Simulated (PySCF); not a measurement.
CH6ClGeN, SMILES [CH3][Ge@H]([NH2])[Cl]. Geometry optimised at PBE-D3(BJ)/def2-SVP. The structure was generated by enumeration; whether it is a known compound was not checked. The values are those of a single conformer.

Method: PBE-D3(BJ)/def2-SVP (PySCF).

Harmonic wavenumbers (cm⁻¹): 98, 152, 176, 189, 250, 381, 566, 596, 605, 685, 713, 791, 816, 896, 1206, 1378, 1383, 1505, 2098, 2991, 3100, 3108, 3440, 3535. Rotational constants (GHz): 4.963, 2.664, 2.018; symmetry number 1.

Work out the zero-point energy and the ideal-gas rigid-rotor harmonic-oscillator thermochemistry at 298.15 K and 1 atm.

ZPE = ½ Σ hcν = ½ × 30660 cm⁻¹ = 43.83 kcal/mol. H − E(el) = 48.92 kcal/mol. Entropy in cal/(mol K): translation 40.72, rotation 26.89, vibration 16.17, total 83.78. G − E(el) = 23.94 kcal/mol. Cp = 25.93 cal/(mol K). Modes under 150 cm⁻¹ make the vibrational entropy uncertain.
